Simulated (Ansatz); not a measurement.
System: sum formula SiHS (charge +1, singlet). It need not be the lowest isomer of its formula. 
Structure (B3LYP-D3(BJ)/def2-TZVP (Ansatz, an electronic-structure program) minimum search):
```xyz
3

Si     0.9711    -0.5809     0.0183
S     -0.7579     0.5467    -0.0113
H     -1.4692    -0.6142    -0.0767
```
Charge +1, spin multiplicity 1.

Basis-set convergence of Hartree-Fock and CCSD(T) correlation energies (hartree) with Ansatz. Cores are frozen in the correlated levels unless marked. Spin-orbit coupling is left out. Non-relativistic.

```
basis            functions       E(HF)  E(corr, CCSD(T))  rough core time
---------------  ---------  ----------  ----------------  ---------------
aug-cc-pV(D+d)Z         73  -686.76955          -0.24802       under 20 s
aug-cc-pV(T+d)Z        133  -686.79123          -0.29717       under 20 s
aug-cc-pV(Q+d)Z        224  -686.79640          -0.31282             50 s
```

Extrapolating the two largest sets (X = 3 and 4) as X^-3: E(corr) = (64·(-0.31282) - 27·(-0.29717))/37 = -0.3242 Eh, an estimate of the basis-set limit. The largest set recovers 96.5 % of it, the smallest 76.5 %.
